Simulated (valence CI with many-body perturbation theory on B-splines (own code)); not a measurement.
Results of a calculation; reference values are marked as such.
**Hg³⁹⁺: what the settings do**

Method: relativistic CI+MBPT: five valence electrons over a frozen Dirac-Fock core [Kr], a basis of 6 s, 6 p, 5 d, 5 f, 1 g functions for each j, with the one-electron correlation potential Σ1 (screened to all orders), the two-electron term Σ2, the three-electron term Σ3, Breit, model QED; selected single and double excitations, second order for the rest (own B-spline code, finite nucleus).

The last digits are not significant, and no measured levels were compared; by estimate large intervals hold to a few tenths of a per cent, small ones and those within an open d or f shell to about a per cent. Only levels of the ground parity were solved; by the run's estimate the other parity begins above the list, which can be wrong where configurations are misplaced.

The reference run has the lowest level (4d3/2^4 4d5/2) J=5/2 and an ionisation energy of 1840.13 eV. Its largest variational space holds 9998 state functions.

Levels are named by their leading jj configuration (3d3/2^4 stands for four electrons in 3d with j = 3/2), which in mixed levels can hold well under half, so a name can repeat and another be missing. Letters in brackets count levels of one name in rising energy.

Changed runs:
A. natural orbitals for correlation on → off; hole-hole ladder in Σ2 on → off
B. lowest core n in screening and Σ2 2 → 1; Davidson tolerance 2e-05 → 0.001
C. highest l with Σ1, explicit Σ2 and valence Breit (higher l get mean screening factors) 3 → 2; natural orbitals for correlation on → off
D. start configuration 4d5 → 5d5 (bad on purpose)

Excitation energies of the reference run in cm⁻¹, and shifts in cm⁻¹:

```csv
Level,Reference,A,B,C
(4d3/2^3 4d5/2^2) J=5/2 [a],172103,-3249,-0.1,-630
(4d3/2^3 4d5/2^2) J=7/2 [a],213652,-2449,-0.1,+169
(4d3/2^3 4d5/2^2) J=3/2 [a],218674,-122,-0.1,+184
(4d3/2^3 4d5/2^2) J=11/2,222508,-4895,-0.1,+506
(4d3/2^3 4d5/2^2) J=9/2,237519,-2943,-0.2,+557
(4d3/2^3 4d5/2^2) J=5/2 [b],248415,-423,-0.2,+527
(4d3/2^3 4d5/2^2) J=1/2,258556,+1208,-0.2,+498
(4d3/2^3 4d5/2^2) J=7/2 [b],264033,-666,-0.2,+898
(4d3/2^3 4d5/2^2) J=3/2 [b],319626,+5474,-0.2,+1903
(4d3/2^2 4d5/2^3) J=5/2 [a],383305,-3229,-0.2,-416
(4d3/2^2 4d5/2^3) J=7/2 [a],412532,-4060,-0.2,-104
(4d3/2^2 4d5/2^3) J=11/2,418269,-7039,-0.2,+278
Ionisation energy (eV),1840.13,-0.54,0,-0.14
```

Run D: It gave no result: the start configuration must fill the lowest shells above the core. The program said: "5d is not the lowest shell of its kind above the core".
